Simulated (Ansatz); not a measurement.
Sn₂₉BH₄₈, a doped nanocrystal cut from the lattice of tin (B on an inner site). Charge 0, multiplicity 2. Geometry r2SCAN-D4/def2-SVP, basis def2-SVP, Ansatz.

Cartesian coordinates in Å:
```
Sn 6.102 2.531 -2.659
Sn 1.696 3.364 -3.299
Sn 2.018 -0.652 -5.077
Sn -2.296 0.494 -6.804
Sn 3.659 3.793 1.235
Sn 4.054 0.142 3.849
Sn -1.372 0.817 -1.963
Sn -0.224 1.533 2.378
Sn 2.732 -0.423 -0.419
Sn -1.274 -2.353 0.326
Sn -4.216 -0.547 -0.942
Sn -1.982 -2.637 -3.321
Sn 0.991 1.218 7.266
Sn -3.957 -0.597 3.881
Sn -0.078 -2.523 4.739
Sn -5.596 -4.354 1.393
Sn 4.257 3.744 -4.363
Sn 6.115 3.649 -0.098
Sn 0.466 0.308 -7.198
Sn 1.403 0.632 -2.657
Sn -3.460 -1.686 -5.499
Sn 2.519 1.290 1.797
Sn 3.636 1.271 6.372
Sn -1.518 2.666 0.159
B -2.110 -1.313 -1.497
Sn -1.399 -0.990 2.795
Sn 1.470 -2.890 0.023
Sn -5.848 -2.852 -0.951
Sn -0.100 -1.350 7.274
Sn -5.576 -2.877 3.766
H 7.685 2.645 -3.323
H 5.703 0.862 -2.565
H 1.467 4.366 -1.923
H 0.465 3.757 -4.438
H 3.665 -0.216 -5.373
H 1.975 -2.360 -4.914
H -2.595 1.953 -5.945
H -2.988 0.689 -8.371
H 2.561 4.766 0.337
H 3.930 4.603 2.734
H 5.710 0.353 3.415
H 3.764 -1.552 3.895
H -2.143 1.494 -3.359
H -0.403 2.565 3.751
H 4.388 -0.647 -0.858
H -2.037 -3.885 0.587
H -4.234 0.151 0.636
H -4.892 0.636 -2.001
H -0.352 -2.771 -3.873
H -2.496 -4.252 -2.995
H 0.043 2.240 6.262
H 0.943 1.881 8.854
H -4.772 0.730 3.152
H -3.773 -0.210 5.554
H 1.550 -2.823 4.273
H -0.862 -4.056 4.823
H -4.188 -5.327 1.277
H -6.950 -5.421 1.433
H 4.577 5.427 -4.528
H 4.313 3.039 -5.929
H 6.760 5.242 -0.224
H 7.206 2.748 0.883
H 1.092 1.876 -7.547
H 0.801 -0.671 -8.575
H -3.691 -2.914 -6.684
H -5.034 -1.198 -4.991
H 4.192 2.900 6.321
H 4.626 0.440 7.509
H -0.768 4.146 -0.297
H -3.154 3.030 0.550
H 1.789 -3.913 -1.327
H 2.142 -3.651 1.414
H -5.454 -3.777 -2.343
H -7.468 -2.301 -1.143
H 0.789 -2.324 8.380
H -1.718 -1.275 7.853
H -5.070 -3.956 5.009
H -7.206 -2.447 4.116
```

```tsv
run	HOMO (eV)	LUMO (eV)
A	-5.59	-5.01
B	-5.31	-5.01
C	-6.85	-4.07
D	-6.17	-4.67
```

In the def2 sets Sn takes a core potential; there is no spin–orbit coupling. Single mean-field runs in def2-SVP are fitted with def2-universal-jkfit.

HOMO and LUMO are taken over both spins.

**Question.** The runs used BHLYP, PBE, PBE0, r2SCAN. Estimate which is which.

**Answer.** A r2SCAN (0 % exact exchange); B PBE (0 % exact exchange); C BHLYP (50 % exact exchange); D PBE0 (25 % exact exchange). Exact exchange lowers occupied and raises empty levels; among semilocal functionals meta-GGAs tend to open the gap a little, and such runs are hard to tell apart. The gap grows from 0.31 eV (PBE) to 2.78 eV (BHLYP).
